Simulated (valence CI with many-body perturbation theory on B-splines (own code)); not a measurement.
# Hyperfine factors and g values of Ge²⁷⁺

Computed by configuration interaction combined with many-body perturbation theory (CI+MBPT): three valence electrons over a frozen Dirac-Fock core [He], radial functions for each j: 11 s, 11 p, 10 d, 8 f, 5 g, 2 h, with the one-electron correlation potential Σ1, the two-electron term Σ2, the three-electron term Σ3, Breit, model QED; selected CI, second order for the rest, scaled by the run's own slope (own B-spline code, finite nucleus).

The last digits are not significant, and no measured levels were compared; by estimate large intervals hold to a few tenths of a per cent, small ones and those within an open d or f shell to about a per cent.

A/g_I is the dipole constant over the nuclear g factor μ/I (μ in nuclear magnetons, uniformly magnetised nucleus), B/Q the quadrupole constant per barn. Both hold the static response of the core; the bare values leave it out. Large factors of s and p1/2 electrons are usually good to 5 to 10 %; those of open d and f shells near neutrality can be off by tens of per cent, and small factors of p3/2, d and f electrons come from cancelling terms and can be off by a factor of two or in sign, in half-filled shells by more. B is blank for J = 1/2, where it vanishes, and for nearly pure S terms. Energies count from the lowest level.

Names give the largest LS component (configuration and term), which can be under half, so a name can repeat, a term be missing and a line seem to break the LS rules; names also repeat where a configuration has a term twice. Letters in brackets count levels of one name in rising energy.

```
             Level  E (Ry)      g  A/g_I (MHz)  A/g_I bare  B/Q (MHz/b)  B/Q bare
     2s²2p ²P°_1/2    0.00  0.658       318000      315000                       
     2s²2p ²P°_3/2    2.68  1.328        57900       60400       107000    107000
      2s2p² ⁴P_1/2    5.22  2.562       707000      700000                       
      2s2p² ⁴P_3/2    6.75  1.714       255000      254000        85900     86200
      2s2p² ⁴P_5/2    7.71  1.519       276000      275000       -51700    -51900
      2s2p² ²D_3/2   10.03  0.863       -23400      -19400       122000    122000
      2s2p² ²P_1/2   10.90  1.103        69000       69000                       
      2s2p² ²D_5/2   11.02  1.270       268000      264000       159000    159000
      2s2p² ²S_1/2   13.77  1.653       887000      866000                       
      2s2p² ²P_3/2   13.88  1.273       -93500      -85500       -79600    -79800
       2p³ ⁴S°_3/2   16.45  1.704        20900       30400        45100     45300
       2p³ ²D°_3/2   18.54  1.157        26700       29200        69300     69600
       2p³ ²D°_5/2   19.21  1.194       106000      108000         -735      -737
       2p³ ²P°_1/2   20.84  0.658       319000      314000                       
       2p³ ²P°_3/2   22.66  1.256        57100       60700      -113000   -113000
      2s²3s ²S_1/2  118.51  1.999       289000      284000                       
     2s²3p ²P°_1/2  120.63  0.666        85600       84600                       
     2s²3p ²P°_3/2  121.38  1.335        37400       37800        32300     32300
    2s2p3s ⁴P°_1/2  122.70  2.547       601000      590000                       
    2s2p3s ⁴P°_3/2  123.25  1.664       460000      452000       -59700    -59900
      2s²3d ²D_3/2  123.28  0.797        12700       12600         6060      6160
      2s²3d ²D_5/2  123.51  1.198         4910        4900         8250      8390
2s2p3s ²P°_1/2 [a]  123.99  0.729       337000      333000                       
     2s2p3p ⁴D_1/2  124.54  0.203       -71100      -68600                       
     2s2p3p ⁴D_3/2  125.03  1.216       381000      375000       -43300    -43400
    2s2p3s ⁴P°_5/2  125.31  1.595       294000      290000       109000    109000
 2s2p3p ⁴P_3/2 [a]  125.70  1.465        94000       93400        16000     16000
     2s2p3p ⁴P_1/2  125.94  1.821       758000      744000                       
 2s2p3p ²P_1/2 [a]  126.06  1.449      -258000     -252000                       
     2s2p3p ⁴D_5/2  126.09  1.380       231000      228000        -7570     -7610
2s2p3s ²P°_3/2 [a]  126.14  1.370       310000      307000        87700     88000
 2s2p3p ²D_3/2 [a]  126.44  1.238       133000      132000        35800     35900
    2s2p3d ⁴F°_3/2  127.00  0.494       -96300      -94100        15100     15200
    2s2p3d ⁴F°_5/2  127.36  1.087       112000      111000        -9160     -9090
 2s2p3p ⁴P_3/2 [b]  127.69  1.550       335000      331000        72900     73100
    2s2p3d ⁴P°_5/2  127.82  1.383       163000      160000          553       632
     2s2p3p ⁴P_5/2  127.88  1.415       253000      251000        68500     68700
    2s2p3d ⁴F°_7/2  127.94  1.272       162000      160000       -34600    -34600
     2s2p3p ⁴D_7/2  128.00  1.425       177000      176000       141000    141000
    2s2p3d ⁴D°_3/2  128.00  1.306        64000       62600        19500     19600
```

Q: Take the isotope of mass number 73, with I = 9/2, μ = -0.87824 μN and Q = -0.196 b. What is the hyperfine structure of 2s2p² ²D_3/2?

A: From the table A = 4570 MHz, B = -23800 MHz. Shifts from the centre of gravity in MHz: F = 3: -48600, F = 4: -14500, F = 5: 13300, F = 6: 24900.
